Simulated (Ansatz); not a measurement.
cadmium atom (Cd), singlet (core potentials on Cd); B3LYP/def2-SVP (Ansatz, an electronic-structure program).

The Ansatz input:
Ansatz 0.2 input:
```yaml
crystal:
  periodic: [false, false, false]
  atoms:
    - {symbol: Cd, position_ang: [0.00000000, 0.00000000, 0.00000000]}
basis:
  gaussian:
    orbitals: def2-SVP
hamiltonian:
  xc: b3lyp
```

It wrote (shortened):

```
Functional definition: B3LYP
220 factors; integrals over basis functions are off by at most 2.6e-4 eV
mean field evaluation 1: about -4566.1787 eV, gradient 4.3e0 eV
mean field evaluation 2: about -4566.1781 eV, gradient 4.0e0 eV
mean field evaluation 4: about -4566.2085 eV, gradient 1.4e-1 eV
mean field evaluation 8: about -4566.2075 eV, gradient 2.7e-4 eV
mean field -4566.20749201 eV, -167.8050302447 hartree, gradient 5.9e-6 eV, S^2 0.000000; 0 other end points of the search recorded, 0 dependent functions left out
reference -4566.20763696 eV, -167.8050355716 hartree; 10, 10 occupied and 21, 21 virtual orbitals, 220 factors
Total energy: -4566.20763696 eV, -167.8050355716 hartree
```
